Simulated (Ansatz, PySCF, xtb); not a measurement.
dimethyl selenide (SMILES C[Se]C) and HF (SMILES F) are pulled apart as rigid monomers along the line of their centres of mass, from the B3LYP-D3(BJ)/def2-TZVP minimum. Starting geometry (charge 0, multiplicity 1):
```xyz
11

C     -1.389    -0.950     0.903
Se    -0.092     0.472     0.525
C      1.371    -0.690    -0.074
H     -0.980    -1.627     1.649
H     -2.282    -0.468     1.294
H     -1.629    -1.482    -0.015
H      1.637    -1.380     0.723
H      2.217    -0.045    -0.298
H      1.070    -1.228    -0.970
F      0.991    -0.099     3.446
H      0.671     0.274     2.635
```

Interaction energies with rigid monomers; basis-set methods are counterpoise corrected unless marked otherwise.

Rows in 3-21G, 6-31G*, STO-3G carry no dispersion term and start afresh at each structure (6-31G* with six Cartesian d functions); the Pople sets are all-electron and without relativity.

Programs: Ansatz (a program for electronic structure); PySCF for 3-21G rows, 6-31G* rows, STO-3G rows; xtb for the GFN methods. Values without a source in brackets are computed.

| Se2···H11 (Å) | GFN1-xTB (kcal/mol) | HF/STO-3G (no counterpoise) (kcal/mol) | HF/6-31G* (kcal/mol) | r2SCAN/def2-TZVPPD (kcal/mol) | B3LYP/3-21G (no counterpoise) (kcal/mol) |
|---|---|---|---|---|---|
| 2.03 | -11.00 | ___ | 0.22 | -8.38 | -6.30 |
| 2.25 | -9.09 | -2.13 | -3.40 | -9.24 | -8.43 |
| 2.59 | -5.50 | -2.78 | ___ | -7.61 | -7.57 |
| 3.15 | -1.71 | -1.36 | -3.35 | -4.24 | -4.25 |
| 4.05 | -0.24 | -0.45 | -1.49 | -1.53 | -1.29 |

Problem. Fill in the missing entries.

Solution. 
- 2.59, HF/6-31G* (kcal/mol): -4.54
- 2.03, HF/STO-3G (no counterpoise) (kcal/mol): 2.16
